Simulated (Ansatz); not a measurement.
```xyz
8

B     0.0483   -0.0074    0.8701
B    -0.0363   -0.0218   -0.8543
H     1.0037   -0.0365   -0.0325
H    -0.9939    0.0237   -0.0440
H    -0.0340    1.0579    1.5028
H    -0.0394   -1.0271    1.4480
H    -0.0403    1.0804   -1.4601
H    -0.0103   -1.0986   -1.4802
```

Basis set: 6-31G* (spherical functions). Frozen core: 2 orbitals. Charge 0, multiplicity 1.

Computed with Ansatz (development build ahead of 0.2.0); each method stands on the lowest determinant of its kind that the runs found. Restricted open shells among the atoms or ions are ROHF, correlated in semicanonical orbitals with singles.

The atomization energy at this shape (free ground-state atoms in the same class of orbitals less the molecule, no zero-point energy) of singlet B₂H₆:

```csv
method,atomization energy
RHF-MP2,23.87 eV
```

Q: What does RHF give?

A: 21.04 eV. Caution: the shape is not the minimum.
